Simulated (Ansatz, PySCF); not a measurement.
Reaction (SMILES): F[SiH2]F [difluorosilane] → F[SiH2] + F atom (the F-Si bond at the site shown breaks; other sites are not compared here)
Structures are relaxed separately at B3LYP-D3(BJ)/def2-TZVP in Ansatz (an electronic-structure program).
Geometry of the first species:
```xyz
5

Si     0.2322    -0.1423     0.3567
F     -0.9008    -0.9574    -0.4083
F      0.3968     1.2663    -0.3659
H      1.4982    -0.8787     0.2366
H     -0.2130     0.0912     1.7376
```

Property: bond dissociation energy (enthalpy at 298 K, with B3LYP-D3(BJ) rigid-rotor harmonic-oscillator terms from PySCF), in kcal/mol. Correlated levels leave the core frozen unless marked. UHF or UKS for open shells. No spin-orbit coupling. Non-relativistic. CBS(X,Y): correlation extrapolated as X^-3; Hartree-Fock from the larger set.

Level to compare with: CCSD(T)/CBS(cc-pV(T+d)Z,cc-pV(Q+d)Z) (Ansatz), 161.7 kcal/mol. It is a level with limits of its own, and the differences hold the functionals' basis error too.

**Question.** Rank these functionals by how close they come to CCSD(T)/CBS(cc-pV(T+d)Z,cc-pV(Q+d)Z), closest first: r2SCANh/def2-TZVPD (Ansatz); wB97M-V/def2-TZVPD (Ansatz); B97M-V/def2-TZVPD (Ansatz).

**Answer.** wB97M-V/def2-TZVPD (range-separated hybrid meta-GGA with VV10, 158.9 kcal/mol, difference -2.8), B97M-V/def2-TZVPD (meta-GGA with VV10, 156.6 kcal/mol, difference -5.1), r2SCANh/def2-TZVPD (hybrid meta-GGA, 153.2 kcal/mol, difference -8.5)
